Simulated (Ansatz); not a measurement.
Two members of one family (Series (ClBeX)2), computed with Ansatz in the gas phase. The two geometries come from different levels. Binding counts from free atoms in the multiplicity of their measured ground term, without zero-point energy. A dash marks a value that wasn't run or was left out as unsound. The structures are stationary points that may keep the symmetry of their start. Remarks come from the PBE and PBE0 runs and from stability tests at other levels; not every state was tested. HOMO above LUMO (over both spins in singlets and doublets, within one spin in higher multiplets; at PBE or PBE0), or a gap under 0.15 eV within one spin, warns that the state may not be the lowest or that an electron is smeared out.

First: (ClBe-mu-F)2 (singlet, charge 0, r2SCAN-D4/def2-SVP geometry).

```xyz
6

Be    0.089   -1.078    0.328
Cl    0.233   -2.827    0.857
F    -0.919    0.113    0.621
Be   -0.089    1.079   -0.328
Cl   -0.235    2.826   -0.860
F     0.921   -0.112   -0.618
```

| level | HOMO (eV) | LUMO (eV) | gap (eV) | vertical IE (eV) | binding per atom (eV) |
| --- | --- | --- | --- | --- | --- |
| r2SCAN-D4/def2-TZVP | -8.29 | -1.00 | 7.29 | 11.06 | 4.12 |
| B97M-V/def2-TZVP | -8.33 | -1.37 | 6.96 | – | 4.05 |
| B3LYP-D4/def2-TZVP | -9.05 | -1.14 | 7.92 | – | 4.01 |
| PBE0-D4/def2-SVP | -9.36 | -0.64 | 8.72 | – | 4.06 |
| PBE0-D4/def2-TZVP | -9.36 | -0.85 | 8.51 | 11.38 | 4.02 |

Remarks: gap within one spin near zero at PBE or PBE0 (+1 doublet).

Second: (ClBe-mu-H)2 (singlet, charge 0, PBE-D4/def2-TZVP geometry).

```xyz
6

Be    0.9749    0.1762   -0.0327
Cl    2.7688    0.5016   -0.0946
H     0.0149   -0.2825   -1.0666
Be   -0.9749   -0.1762    0.0327
Cl   -2.7686   -0.5009    0.0939
H    -0.0151    0.2818    1.0673
```

Question: Estimate the same table for the second.

Answer: 
```json
{"level": "r2SCAN-D4/def2-TZVP", "HOMO (eV)": "-7.80", "LUMO (eV)": "-2.92", "gap (eV)": "4.87", "vertical IE (eV)": "10.52", "binding per atom (eV)": "3.01"}
{"level": "B97M-V/def2-TZVP", "HOMO (eV)": "-7.88", "LUMO (eV)": "-3.08", "gap (eV)": "4.80", "vertical IE (eV)": "–", "binding per atom (eV)": "2.98"}
{"level": "B3LYP-D4/def2-TZVP", "HOMO (eV)": "-8.54", "LUMO (eV)": "-2.63", "gap (eV)": "5.91", "vertical IE (eV)": "–", "binding per atom (eV)": "2.94"}
{"level": "PBE0-D4/def2-SVP", "HOMO (eV)": "-8.77", "LUMO (eV)": "-2.50", "gap (eV)": "6.28", "vertical IE (eV)": "–", "binding per atom (eV)": "2.96"}
{"level": "PBE0-D4/def2-TZVP", "HOMO (eV)": "-8.80", "LUMO (eV)": "-2.48", "gap (eV)": "6.33", "vertical IE (eV)": "10.81", "binding per atom (eV)": "2.95"}
```
